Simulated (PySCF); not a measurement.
Nb(NH)(F)(Cl)2 (Cl₂FHNNb), SMILES [Nb](=[NH])([Cl])([F])[Cl], multiplicity 1. Geometry: PBE-D3(BJ)/def2-SVP. The spin state was assumed, not searched. The structure was generated by enumeration; whether it is a known compound was not checked. The def2 effective core potentials stand for the cores of Nb; spin–orbit coupling is left out.

All values below come from PBE-D3(BJ)/def2-SVP (PySCF).

Harmonic wavenumbers (cm⁻¹): 101, 137, 148, 203, 238, 393, 426, 526, 568, 692, 1001, 3544. Rotational constants (GHz): 2.287, 1.526, 1.239; symmetry number 1.

### Question
Work out the zero-point energy and the ideal-gas rigid-rotor harmonic-oscillator thermochemistry at 298.15 K and 1 atm.

### Answer
ZPE = ½ Σ hcν = ½ × 7976 cm⁻¹ = 11.40 kcal/mol. H − E(el) = 16.44 kcal/mol. Entropy in cal/(mol K): translation 41.75, rotation 28.70, vibration 16.28, total 86.73. G − E(el) = -9.42 kcal/mol. Cp = 23.75 cal/(mol K). Modes under 150 cm⁻¹ make the vibrational entropy uncertain.
